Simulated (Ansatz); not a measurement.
Basis sets compared for [CuF4]- (CuF₄⁻). Charge -1, multiplicity 1. Geometry r2SCAN-D4/def2-SVPD. Ansatz on 4 threads of Arm Neoverse V1 on a shared host; times are rough, and most runs start from earlier orbitals.

```
atom   x (Å)   y (Å)   z (Å)
 Cu1   0.000   0.000   0.000
  F2   0.509  -0.671   1.559
  F3  -1.525  -0.897   0.112
  F4  -0.509   0.671  -1.559
  F5   1.525   0.897  -0.112
```

| level | functions | energy (Eh) | HOMO (eV) | LUMO (eV) | wall time |
| --- | --- | --- | --- | --- | --- |
| PBE-D4/def2-SVPD | 126 | -2038.8917 | -2.75 | -1.16 | 1.2 s |
| PBE0-D4/def2-SVPD | 126 | -2038.8510 | -4.85 | -0.44 | 1.5 s |

Problem. Estimate the rows for PBE-D4/def2-TZVPD (with forces), PBE0-D4/def2-TZVPD.

Solution. 
```csv
level,functions,energy (Eh),HOMO (eV),LUMO (eV),wall time
PBE-D4/def2-TZVPD (with forces),208,-2039.5934,-2.62,-0.91,2.1 s
PBE0-D4/def2-TZVPD,208,-2039.5503,-4.75,-0.09,2.8 s
```
